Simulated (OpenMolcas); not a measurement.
Computed levels of 3d in ions with 19 electrons, in cm-1 above 2D 3/2.

```json
{
  "Program": "OpenMolcas",
  "Method": "CASSCF",
  "Basis": "ANO-R2",
  "Scalar Hamiltonian": "X2C, finite nucleus",
  "Spin-orbit coupling": "state interaction with AMFI integrals over the reference wave functions, term energies averaged over their components"
}
```

Active space for each ion: 1 electron in 10 orbitals (3d 4d).

```csv
Level,Sc2+,Ti3+,V4+,Cr5+,Fe7+
2D 5/2,201,360,588,930,1773
```

Problem. Estimate 2D 5/2 for Mn6+ from its neighbours Cr5+ and Fe7+.

Solution. 2D 5/2 is fine structure, which grows about as the fourth power of a screened charge, so the fourth roots are averaged: ((930^0.25 + 1773^0.25) / 2)^4 = 1301. The calculation gives 1317, so the estimate is off by -1.2 %; the measured value is 1350 (Corliss and Sugar, J. Phys. Chem. Ref. Data 6, 1253 (1977)).

With one active electron outside closed inactive shells, the extra shells (4d) add no correlation to the reference. With one active electron the reference holds no correlation, so core polarisation is missing. Computed and measured levels are paired by configuration, term and J; levels that our copy of the source lacks, or whose pairing is in doubt (as where it misses far off the trend of its configuration), stay unpaired and out of the deviations. Levels of configurations outside the active space are missing.
